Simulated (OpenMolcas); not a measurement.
Computed levels of 3d⁴ in ions with 22 electrons, in cm-1 above ⁵D₀.

```json
{"Program": "OpenMolcas", "Method": "MS-RASPT2, IPEA 0.25 Eh, imaginary shift 0.1 Eh", "Basis": "ANO-RCC-VQZP", "Scalar Hamiltonian": "DKH2, point nucleus", "Spin-orbit coupling": "RASSI with atomic mean-field integrals over the reference wave functions, term energies averaged over their components"}
```

Active space for each ion: 10 electrons in 8 orbitals (RAS1 3p, at most 2 holes; RAS2 3d); closed shells correlated by CASPT2: 3s.

```json
{"Level": "⁵D₁", "Cr2+": "69.9", "Mn3+": "104", "Fe4+": "151", "Ni6+": "288", "Cu7+": "385"}
{"Level": "⁵D₂", "Cr2+": "207", "Mn3+": "306", "Fe4+": "442", "Ni6+": "833", "Cu7+": "1105"}
{"Level": "⁵D₃", "Cr2+": "405", "Mn3+": "598", "Fe4+": "859", "Ni6+": "1594", "Cu7+": "2090"}
{"Level": "⁵D₄", "Cr2+": "659", "Mn3+": "969", "Fe4+": "1384", "Ni6+": "2530", "Cu7+": "3300"}
{"Level": "³P₀(1)", "Cr2+": "16670", "Mn3+": "20940", "Fe4+": "24670", "Ni6+": "30820", "Cu7+": "33650"}
{"Level": "³H₄", "Cr2+": "17060", "Mn3+": "21260", "Fe4+": "25180", "Ni6+": "32080", "Cu7+": "35410"}
{"Level": "³P₁(1)", "Cr2+": "17090", "Mn3+": "21560", "Fe4+": "25570", "Ni6+": "32530", "Cu7+": "35910"}
{"Level": "³H₅", "Cr2+": "17200", "Mn3+": "21480", "Fe4+": "25510", "Ni6+": "32730", "Cu7+": "36310"}
{"Level": "³H₆", "Cr2+": "17370", "Mn3+": "21720", "Fe4+": "25860", "Ni6+": "33410", "Cu7+": "37200"}
```

Estimate ⁵D₄, ³P₀(1), ³H₄ for Co5+ from its neighbours Fe4+ and Ni6+.

⁵D₄ is fine structure, which grows about as the fourth power of a screened charge, so the fourth roots are averaged: ((1384^0.25 + 2530^0.25) / 2)^4 = 1893. The calculation gives 1931, so the estimate is off by -2.0 %; the measured value is 1782 (Sugar and Corliss, J. Phys. Chem. Ref. Data 10, 1097 (1981)).
³P₀(1) is another term, which grows about linearly with the charge: (24670 + 30820) / 2 = 27745. The calculation gives 27810, so the estimate is off by -0.2 %; the measured value is 27166 (Sugar and Corliss, J. Phys. Chem. Ref. Data 10, 1097 (1981)).
³H₄ is another term, which grows about linearly with the charge: (25180 + 32080) / 2 = 28630. The calculation gives 28710, so the estimate is off by -0.3 %; the measured value is 28377 (Sugar and Corliss, J. Phys. Chem. Ref. Data 10, 1097 (1981)).

CASPT2 breaks the degeneracy within a term, and the mean is taken; among the terms shown or strongly mixed into the levels shown the widest spread is 840 cm-1 (3d⁴ ³H, Mn3+). Active for correlation alone: 3p; no level in the range computed is led by a configuration that opens it, so any true level of that kind is missing. The CASPT2 spread within a term exceeds the gap to the next term for 3d⁴ ³H and 3d⁴ ³P(1), so the order of their levels is uncertain (holds for Cr2+; Mn3+). Computed and measured levels are paired by configuration, term and J; levels that our copy of the source lacks, or whose pairing is in doubt (as where it misses far off the trend of its configuration), stay unpaired and out of the deviations. Only configurations of the active space appear.

A number in round brackets counts repeated terms of one configuration in the order of the reference energies.
